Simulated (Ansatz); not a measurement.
Cost and result for the atomization energy of `[SH][GeH2][C]1=NC1` (10 atoms, 10 bonds).

Z-matrix (Å, degrees):
```
Ge
C 1 1.938
S 1 2.215 2 104.3
H 1 1.535 2 109.2 3 -119.7
H 1 1.535 2 109.2 3 119.7
C 2 1.458 1 156.9 3 -180.0
N 2 1.253 1 136.0 3 0.1
H 3 1.347 1 91.5 2 -0.1
H 6 1.086 2 120.3 1 79.2
H 6 1.086 2 120.3 1 -79.1
```

Total charge 0; spin multiplicity 1. Correlated methods include outer-core shells of Ge, which these sets cover unevenly. Scalar relativity is left out up to krypton. The structure was optimised at the PBE0-D4/def2-TZVP level. It is one conformer, not always the lowest. Program: Ansatz. All runs use 4 threads of an Arm Neoverse V1 on a shared host. Times are those of one run each, without the atoms' runs, and a repeat can differ threefold. Electronic energies, without spin–orbit coupling; frozen cores. CCSD(T)/CBS adds CCSD(T) − MP2 in def2-TZVPP to the MP2 limit, and its time is that of the two runs behind it. T1 = 0.012; the RHF reference is unstable towards UHF. With those shells the extrapolation isn't a true limit. B3LYP takes the VWN-RPA correlation (the form of Gaussian; ORCA's B3LYP/G).

CCSD(T)/CBS is a level of theory with its own doubt, some kJ/mol a heavy atom from the limit and from the frozen cores, so smaller differences don't rank the functionals.

```csv
level,functions,wall time
PBE-D4/def2-TZVPP (with forces),253,2.9 s
PBE0-D4/def2-TZVPP,253,3.8 s
B3LYP-D4/def2-TZVPP (with forces),253,6 s
r2SCAN-D4/def2-TZVPP (with forces),253,6 s
B2PLYP/def2-TZVPP,253,7 s
ωB97X-V/def2-TZVPP,253,9.5 s
ωB97M-V/def2-TZVPP (with forces),253,14 s
MP2/def2-QZVPP,480,40 s
CCSD(T)/def2-TZVPP,253,4 min
CCSD(T)/CBS(def2),–,4.7 min
```

(1) What atomization energy does each give, and how far from CCSD(T)/CBS? (Estimate.)

Answers

(1) Ansatz gave: 
| level | atomization (kJ/mol) | difference from CCSD(T)/CBS | per bond |
| --- | --- | --- | --- |
| PBE-D4/def2-TZVPP (with forces) | 3595.6 | 112.5 | 11.3 |
| PBE0-D4/def2-TZVPP | 3506.6 | 23.5 | 2.4 |
| B3LYP-D4/def2-TZVPP (with forces) | 3474.6 | -8.5 | -0.8 |
| r2SCAN-D4/def2-TZVPP (with forces) | 3494.9 | 11.8 | 1.2 |
| B2PLYP/def2-TZVPP | 3438.6 | -44.5 | -4.4 |
| ωB97X-V/def2-TZVPP | 3513.2 | 30.1 | 3.0 |
| ωB97M-V/def2-TZVPP (with forces) | 3493.6 | 10.5 | 1.1 |
| MP2/def2-QZVPP | 3508.9 | 25.8 | 2.6 |
| CCSD(T)/def2-TZVPP | 3387.6 | -95.5 | -9.5 |
| CCSD(T)/CBS(def2) | 3483.1 | 0.0 | 0.0 |

The D4 term adds +38.2 kJ/mol with B3LYP and +20.1 kJ/mol with PBE0; it sums over pairs of atoms, weighted by their polarisabilities, and B3LYP, whose exchange is more repulsive, gets the larger term. In def2-TZVPP, CCSD(T) changes the Hartree–Fock value by +1048.2 kJ/mol (the triples alone add +76.5 kJ/mol) and MP2 by +1113.8 kJ/mol; breaking electron pairs costs correlation energy, which Hartree–Fock lacks. From PBE to PBE0 (25 % exact exchange), in def2-TZVPP and without D4, the atomization energy moves by −85.5 kJ/mol: exact exchange takes away binding that semilocal exchange gives to molecules.
